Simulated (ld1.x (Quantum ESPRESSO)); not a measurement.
**Reading a pseudo-wave (S (Z = 16))**

Columns: radius, all-electron u(r) and pseudo u(r) of the 3p shell (level -7.12 eV) of sulfur in the configuration [Ne] 3s2 3p4; LDA (PZ), non-relativistic, TM scheme, ld1.x (Quantum ESPRESSO) 7.5.

```json
{"r (bohr)": "0.072", "all-electron": "0.1044", "pseudo": "-0.0040"}
{"r (bohr)": "0.145", "all-electron": "0.2453", "pseudo": "-0.0163"}
{"r (bohr)": "0.217", "all-electron": "0.3222", "pseudo": "-0.0362"}
{"r (bohr)": "0.290", "all-electron": "0.3304", "pseudo": "-0.0636"}
{"r (bohr)": "0.362", "all-electron": "0.2856", "pseudo": "-0.0973"}
{"r (bohr)": "0.435", "all-electron": "0.2056", "pseudo": "-0.1373"}
{"r (bohr)": "0.507", "all-electron": "0.1077", "pseudo": "-0.1816"}
{"r (bohr)": "0.580", "all-electron": "0.0003", "pseudo": "-0.2304"}
{"r (bohr)": "0.652", "all-electron": "-0.1058", "pseudo": "-0.2813"}
{"r (bohr)": "0.725", "all-electron": "-0.2085", "pseudo": "-0.3346"}
{"r (bohr)": "0.798", "all-electron": "-0.3033", "pseudo": "-0.3886"}
{"r (bohr)": "0.870", "all-electron": "-0.3872", "pseudo": "-0.4412"}
{"r (bohr)": "0.942", "all-electron": "-0.4609", "pseudo": "-0.4923"}
{"r (bohr)": "1.015", "all-electron": "-0.5252", "pseudo": "-0.5412"}
{"r (bohr)": "1.088", "all-electron": "-0.5790", "pseudo": "-0.5860"}
{"r (bohr)": "1.160", "all-electron": "-0.6226", "pseudo": "-0.6251"}
{"r (bohr)": "1.232", "all-electron": "-0.6574", "pseudo": "-0.6580"}
{"r (bohr)": "1.305", "all-electron": "-0.6845", "pseudo": "-0.6846"}
{"r (bohr)": "1.378", "all-electron": "-0.7042", "pseudo": "-0.7042"}
{"r (bohr)": "1.450", "all-electron": "-0.7172", "pseudo": "-0.7172"}
{"r (bohr)": "1.522", "all-electron": "-0.7245", "pseudo": "-0.7245"}
{"r (bohr)": "1.595", "all-electron": "-0.7270", "pseudo": "-0.7270"}
{"r (bohr)": "1.668", "all-electron": "-0.7252", "pseudo": "-0.7252"}
{"r (bohr)": "1.740", "all-electron": "-0.7198", "pseudo": "-0.7198"}
{"r (bohr)": "1.812", "all-electron": "-0.7115", "pseudo": "-0.7115"}
{"r (bohr)": "1.885", "all-electron": "-0.7004", "pseudo": "-0.7004"}
```

Task: How many radial nodes do the two functions have?

Result: The all-electron 3p function has n − l − 1 = 1; the pseudo-wave has 0, since the states of the same l below it are removed with the core.

Task: At about which radius was the pseudo-wave matched?

Result: 1.42 bohr. The columns agree to 0.0005 from 1.30 bohr on; several derivatives are matched, so the curves merge somewhat inside the radius.

Task: Is the pseudo-wave norm-conserving?

Result: Yes: the TM scheme keeps the norm inside the radius equal to the all-electron one, which fixes the energy derivative of the logarithmic derivative at the level.
